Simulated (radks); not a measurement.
Problem. Rh II, 44 electrons, occupied as [Kr] 4d7 5d1 (not the ground configuration). Method: scalar-relativistic Kohn-Sham, PBE, spin-unpolarised, spherical densities, finite nucleus; Fermi nuclear charge, rms radius 4.4945 fm; computed with a radial shooting solver on a logarithmic mesh with Libxc functionals. Some entries of the table are withheld. Estimate them.

orbital,occ.,eigenvalue (hartree),<r> (bohr),<1/r> (bohr^-1)
1s,2,(1),0.03263,47.05
2s,2,-123.3307,0.1419,10.65
2p,6,-110.5919,0.1237,10.32
3s,2,(2),(3),3.710
3p,6,-18.33340,(4),(5)
3d,10,-11.63593,0.3704,3.307
4s,2,-3.61323,0.9778,1.404
4p,6,-2.42981,1.075,1.257
4d,7,(6),1.450,0.9221
5d,1,-0.14970,5.956,0.2079

Solution. 
(1) 1s eigenvalue (hartree): -847.2179
(2) 3s eigenvalue (hartree): -22.52196
(3) 3s <r> (bohr): 0.3906
(4) 3p <r> (bohr): 0.3905
(5) 3p <1/r> (bohr^-1): 3.534
(6) 4d eigenvalue (hartree): -0.75897
